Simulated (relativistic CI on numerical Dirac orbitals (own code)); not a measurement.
## Co3+ in a cubic cluster: 2p photoemission with charge transfer

Computed with a charge-transfer multiplet model of a cubic metal-ligand cluster with up to 3 ligand holes, Slater and spin-orbit integrals from Dirac-Coulomb-Breit ions, Slater integrals scaled by 0.9. The ground state mixes d6 with configurations of k ligand holes L, whose averages lie at kΔ + k(k − 1)U_dd/2; a core hole lowers each added d electron by U_cd. 300 K, Lorentzian 0.6 eV and Gaussian 0.8 eV FWHM.

Atomic integrals in eV (Slater integrals scaled, ζ unscaled), ground: F2dd 11.345, F4dd 7.087, zeta_d 0.071; with the core hole: F2dd 12.888, F4dd 8.096, zeta_d 0.102, zeta_core 9.658, F2cd 7.721, G1cd 5.944, G3cd 3.382.

Cluster parameters (eV): Δ = 1.4, U_dd = 6.5, U_cd = 8.4, 10Dq(ligand) = 1, V(eg) = 3.3, V(t2g) = -1.7, final-state hopping factor = 0.8.

| Case | n_d | d6 | d7L | d8L2 | d9L3 | S |
| --- | --- | --- | --- | --- | --- | --- |
| 10Dq = 1.7 eV | 6.81 | 0.35 | 0.51 | 0.14 | 0.01 | 0.02 |
| 10Dq = 2 eV | 6.79 | 0.35 | 0.51 | 0.13 | 0.01 | 0.01 |
| 10Dq = 2.6 eV | 6.76 | 0.37 | 0.50 | 0.12 | 0.01 | 0.01 |

Weights, n_d and S are thermal averages at 300 K. Binding energies count from the first peak over 30 % of the highest in each spectrum, which can be another peak from case to case. The parameters are a model scan and need not match a compound or its usual spin state. Peaks in eV (height, largest 100):
- 10Dq = 1.7 eV: 0.0 (100), 3.3 (9), 5.2 (8), 9.0 (18), 12.7 (7), 15.3 (46), 17.4 (12), 24.3 (9)
- 10Dq = 2 eV: 0.0 (100), 3.4 (8), 5.2 (8), 9.0 (18), 12.9 (7), 15.3 (46), 17.5 (11), 24.3 (9)
- 10Dq = 2.6 eV: 0.0 (100), 3.8 (7), 5.2 (7), 9.0 (18), 15.3 (46), 17.6 (9), 24.3 (8)

For the case 10Dq = 1.7 eV, Δ = 1.4 eV is smaller than U_dd = 6.5 eV, the charge-transfer side of the Zaanen-Sawatzky-Allen scheme. With the core hole the average of the configuration with one ligand hole lies at Δ − U_cd = -7.0 eV before mixing: it lies below the unscreened one, so the lowest final states are mostly screened and the unscreened weight appears at higher binding energy as a satellite.
